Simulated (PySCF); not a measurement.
CaF, SMILES [F][Ca+], charge +1. Coordinates come from a PBE-D3(BJ)/def2-TZVPD optimisation. The spin state was assumed, not searched.

Computed equilibrium geometry at PBE-D3(BJ)/def2-TZVPD (PySCF confirms it by a frequency run) as Cartesian coordinates in Å, and its point group:
point group C∞v.
```xyz
2

Ca     0.0000     0.0000    -0.5833
F      0.0000     0.0000     1.2961
```
Charge +1, spin multiplicity 1.
